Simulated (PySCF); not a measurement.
SMILES C=Cc1ccccc1[Si](Cl)(Cl)Cl (C8H7Cl3Si) (GFN2-xTB optimised geometry):

```
19

C     -2.883    -1.924    -0.623
C     -1.730    -1.743     0.004
C     -0.974    -0.491     0.000
C     -1.656     0.724     0.006
C     -0.977     1.927     0.011
C      0.408     1.933     0.008
C      1.098     0.735     0.000
C      0.433    -0.491     0.000
Si     1.438    -2.095    -0.061
Cl     1.263    -3.151     1.664
Cl     0.845    -3.252    -1.616
Cl     3.402    -1.665    -0.312
H     -3.342    -1.149    -1.215
H     -3.402    -2.867    -0.588
H     -1.292    -2.561     0.559
H     -2.735     0.717     0.029
H     -1.525     2.857     0.021
H      0.950     2.867     0.014
H      2.177     0.751    -0.006
```

Computed with CAM-B3LYP/def2-SVP in PySCF 2.14.0.

Task: What are the frontier orbital energies and the dipole moment?

Result: HOMO-2 -9.89 eV, HOMO-1 -8.91 eV, HOMO -8.14 eV, LUMO -0.19 eV, LUMO+1 0.47 eV; dipole moment 2.16 D.

Meta-Löwdin charges at CAM-B3LYP/def2-SVP: C1 -0.21, C2 -0.10, C3 0.03, C4 -0.10, C5 -0.08, C6 -0.10, C7 -0.08, C8 -0.25, Si9 0.91, Cl10 -0.25, Cl11 -0.25, Cl12 -0.25, H13 0.10, H14 0.11, H15 0.10, H16 0.11, H17 0.11, H18 0.11, H19 0.11.
